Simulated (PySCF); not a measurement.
Compound: C3H11NOP2Si.
Cartesian coordinates in Å at the PBE0-D3(BJ)/def2-SVP level; atoms count from 1:
```
atom  x, y, z in Å
C1    -1.5875    0.3866   -1.1307
N2    -1.3862   -0.1815    0.1740
C3    -2.5679   -0.4872    0.9435
C4    -0.1613   -0.4796    0.6867
O5    -0.0068   -0.9973    1.7840
Si6    1.4805   -0.0769   -0.2618
P7     1.6599    2.1711   -0.5201
P8     3.0142   -0.9053    1.1638
H9    -0.6261    0.5936   -1.6192
H10   -2.1588   -0.2992   -1.7805
H11   -2.1404    1.3392   -1.0672
H12   -3.1694    0.4219    1.1116
H13   -3.1980   -1.2271    0.4206
H14   -2.2496   -0.9001    1.9084
H15    1.5010   -0.6667   -1.6400
H16    1.8476    2.3884    0.8795
H17    3.0614    2.1286   -0.7988
H18    4.0376   -0.9421    0.1611
H19    2.6191   -2.2600    0.9449
```

Theory: PBE0-D3(BJ)/def2-SVP geometry optimisation, gas phase in PySCF 2.14.0.

Take the most abundant isotopes and a rigid rotor. The values belong to one conformer with, in the numbering `[CH3:1][N:2]([CH3:3])[C:4](=[O:5])[SiH:6]([PH2:7])[PH2:8]`, C1–N2–C4–O5 -178°, N2–C4–Si6–P7 63°, C4–Si6–P7–H 68° and 162°, C4–Si6–P8–H 162° and 68°.

(1) Give the principal moments of inertia and the rotational constants in MHz.

(2) What kind of rotor is it?

(3) Is it planar, by Δ = Ic − Ia − Ib?

(4) Give the other two planar moments, Paa and Pbb, and the rms extents of the mass along the axes.

(5) Which lines would a microwave search look for?

Results:

(1) Ia = 351.51, Ib = 612.96, Ic = 864.74 u·Å²; 505379 MHz·u·Å²/I gives A = 1438, B = 824.5, C = 584.4 MHz.

(2) An asymmetric top: κ = (2 × 824.5 − 1438 − 584.4)/(1438 − 584.4) = -0.44.

(3) Not planar: Δ = Ic − Ia − Ib = -99.73 u·Å². For a rigid frame Δ = −2 Σ m c², so Σ m c² = 49.86 u·Å² lies off the ab plane: 15.75 from hydrogen and 34.12 from heavier atoms. The atom farthest from that plane is 2.05 Å away.

(4) Paa = Σ m a² = (Ib + Ic − Ia)/2 = 563.10 and Pbb = Σ m b² = (Ia + Ic − Ib)/2 = 301.64 u·Å². With the mass M = 167.01 u, the rms extents √(P/M) along a, b and c are 1.84, 1.34, 0.55 Å.

(5) The dipole components are |μa| = 1.74 D, |μb| = 2.00 D, |μc| = 1.75 D. The squared components, which scale the intensities, stand as 0.75 : 1.00 : 0.76 (a : b : c). Some lines, for components of 0.1 D or more:

```json
{"type": "c", "branch": "Q", "J(Ka,Kc)": "2(1,2) ← 2(0,2)", "MHz": "431", "lower level (cm⁻¹)": "0.139"}
{"type": "c", "branch": "Q", "J(Ka,Kc)": "1(1,1) ← 1(0,1)", "MHz": "613", "lower level (cm⁻¹)": "0.047"}
{"type": "a", "branch": "Q", "J(Ka,Kc)": "2(1,1) ← 2(1,2)", "MHz": "720", "lower level (cm⁻¹)": "0.153"}
{"type": "b", "branch": "Q", "J(Ka,Kc)": "1(1,0) ← 1(0,1)", "MHz": "853", "lower level (cm⁻¹)": "0.047"}
{"type": "b", "branch": "Q", "J(Ka,Kc)": "2(1,1) ← 2(0,2)", "MHz": "1151", "lower level (cm⁻¹)": "0.139"}
{"type": "a", "branch": "R", "J(Ka,Kc)": "1(0,1) ← 0(0,0)", "MHz": "1409", "lower level (cm⁻¹)": "0.000"}
{"type": "c", "branch": "Q", "J(Ka,Kc)": "2(2,1) ← 2(1,1)", "MHz": "1840", "lower level (cm⁻¹)": "0.177"}
{"type": "b", "branch": "Q", "J(Ka,Kc)": "2(2,0) ← 2(1,1)", "MHz": "1898", "lower level (cm⁻¹)": "0.177"}
{"type": "b", "branch": "R", "J(Ka,Kc)": "1(1,1) ← 0(0,0)", "MHz": "2022", "lower level (cm⁻¹)": "0.000"}
{"type": "b", "branch": "R", "J(Ka,Kc)": "2(0,2) ← 1(1,1)", "MHz": "2147", "lower level (cm⁻¹)": "0.067"}
{"type": "c", "branch": "R", "J(Ka,Kc)": "1(1,0) ← 0(0,0)", "MHz": "2262", "lower level (cm⁻¹)": "0.000"}
{"type": "b", "branch": "Q", "J(Ka,Kc)": "2(2,1) ← 2(1,2)", "MHz": "2560", "lower level (cm⁻¹)": "0.153"}
{"type": "a", "branch": "R", "J(Ka,Kc)": "2(1,2) ← 1(1,1)", "MHz": "2578", "lower level (cm⁻¹)": "0.067"}
{"type": "a", "branch": "R", "J(Ka,Kc)": "2(1,1) ← 1(1,0)", "MHz": "3058", "lower level (cm⁻¹)": "0.075"}
{"type": "b", "branch": "R", "J(Ka,Kc)": "2(1,2) ← 1(0,1)", "MHz": "3191", "lower level (cm⁻¹)": "0.047"}
{"type": "c", "branch": "R", "J(Ka,Kc)": "2(1,1) ← 1(0,1)", "MHz": "3911", "lower level (cm⁻¹)": "0.047"}
{"type": "b", "branch": "R", "J(Ka,Kc)": "2(2,1) ← 1(1,0)", "MHz": "4898", "lower level (cm⁻¹)": "0.075"}
{"type": "c", "branch": "R", "J(Ka,Kc)": "2(2,0) ← 1(1,0)", "MHz": "4955", "lower level (cm⁻¹)": "0.075"}
{"type": "c", "branch": "R", "J(Ka,Kc)": "2(2,1) ← 1(1,1)", "MHz": "5138", "lower level (cm⁻¹)": "0.067"}
{"type": "b", "branch": "R", "J(Ka,Kc)": "2(2,0) ← 1(1,1)", "MHz": "5196", "lower level (cm⁻¹)": "0.067"}
```

Whether it is a minimum is left open (no frequencies). These are rigid-rotor constants of the computed structure; measured ground-state constants (B0) also hold zero-point vibration. A rigid rotor knows nothing of internal rotation, which can split or shift real lines. Quadrupole hyperfine structure (14N) is left out.
